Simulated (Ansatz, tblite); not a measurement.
Forces on Tl3H4 at its PBE-D4/def2-SVP geometry. Charge 0, multiplicity 2.

In the def2 sets Tl takes a core potential; there is no spin–orbit coupling. The xTB rows come from tblite. Another isomer (doublet) lies 0.06 eV lower at PBE0-D4/def2-TZVP; other spin states weren't run for this one.

GFN1-xTB (tblite), largest force 1.76 eV/Å:

```xyz
7
positions Å, forces eV/Å
Tl    1.557   -0.422   -0.572    1.629    0.177   -0.641
Tl   -2.017    0.501   -1.477   -0.705    0.045   -0.580
Tl   -0.531    0.776    2.366   -0.140    0.150    0.887
H     1.237    0.472    1.122   -0.068   -0.088    0.148
H    -1.733    0.648    0.621   -0.165    0.058    0.063
H     1.349   -2.223   -0.344   -0.399   -0.237    0.171
H     0.138    0.248   -1.716   -0.152   -0.105   -0.049
```

GFN2-xTB (tblite), largest force 2.42 eV/Å:

```
Tl 2.245 0.231 -0.884
Tl -1.063 0.054 -0.913
Tl -0.181 0.212 1.370
H 0.069 0.121 0.423
H -0.305 0.026 0.121
H -0.521 -0.694 0.256
H -0.246 0.049 -0.372
```

PBE-D4/def2-TZVP (Ansatz), largest force 0.09 eV/Å:

```
Tl -0.077 -0.035 0.033
Tl 0.048 -0.002 0.046
Tl 0.004 -0.010 -0.067
H -0.026 -0.020 -0.036
H 0.036 -0.004 -0.012
H 0.011 0.083 -0.012
H 0.005 -0.013 0.048
```
